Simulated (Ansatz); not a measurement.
Isolated molecules relaxed with PBE0-D4/def2-TZVP in Ansatz; ΔE leaves out vibrations. CCSD(T)/CBS is the MP2 limit (def2-TZVPP, def2-QZVPP) plus CCSD(T) − MP2 in def2-TZVPP, frozen cores. This one scheme is used for every species. For Se outer-core shells are correlated without core-valence functions, which leaves a few kJ/mol of doubt a bond. Scalar relativity is left out up to krypton. One conformer a species, not always the lowest.

Reaction (formal exchange of groups at the Al–B bond): `C[Se][AlH][BH]S` + CH₄ → `[CH3][AlH][Se]C` + `BS`

`C[Se][AlH][BH]S`:

Cartesian coordinates in Å:
```
C -1.674 -0.583 0.871
Se -0.051 -1.361 1.652
Al 1.618 -0.148 0.613
B 1.119 1.245 -0.896
S 0.333 0.818 -2.420
H -2.302 -1.402 0.524
H -2.194 -0.022 1.644
H -1.432 0.072 0.037
H 3.081 -0.530 1.095
H 1.335 2.422 -0.843
H 0.169 -0.511 -2.278
```

CH₄:

Z-matrix (Å, degrees):
```
C
H 1 1.090
H 1 1.090 2 109.5
H 1 1.090 2 109.5 3 -120.0
H 1 1.090 2 109.5 3 120.0
```

`[CH3][AlH][Se]C`:

Z-matrix (Å, degrees):
```
C
Al 1 1.950
H 1 1.096 2 110.2
H 1 1.093 2 112.7 3 119.7
H 1 1.093 2 111.2 3 -118.5
Se 2 2.311 1 120.8 3 -89.8
H 2 1.585 1 124.2 3 89.0
C 6 1.964 2 100.3 1 -1.2
H 8 1.088 6 106.6 2 168.2
H 8 1.087 6 110.7 2 49.3
H 8 1.087 6 110.1 2 -73.0
```

`BS`:

Cartesian coordinates in Å:
```
B -0.202 0.520 -0.156
S -0.373 -1.167 0.332
H -1.220 1.109 -0.350
H 0.868 1.026 -0.280
H 0.927 -1.489 0.454
```

```tsv
species	CCSD(T)/CBS(def2) energy (Eh)
`C[Se][AlH][BH]S`	-3106.99712
CH₄	-40.46206
`[CH3][AlH][Se]C`	-2723.08099
`BS`	-424.38198
```

(1) Work out ΔE.

Largest T1 diagnostic among the species: 0.015.

Results:

(1) ΔE = (-2723.08099) + (-424.38198) − (-3106.99712) − (-40.46206) = -0.00379 Eh = -10.0 kJ/mol.

In def2-TZVPP, CCSD(T) changes the Hartree–Fock value by +11.8 kJ/mol (the triples alone add +2.7 kJ/mol) and MP2 by +7.0 kJ/mol. From PBE to PBE0 (25 % exact exchange), in def2-TZVPP and without D4, ΔE moves by −3.5 kJ/mol. The D4 term adds +5.1 kJ/mol with B3LYP and +3.1 kJ/mol with PBE0; it sums over pairs of atoms, weighted by their polarisabilities, and B3LYP, whose exchange is more repulsive, gets the larger term.

B3LYP here is the variant with VWN-RPA as its local correlation; programs differ in this.
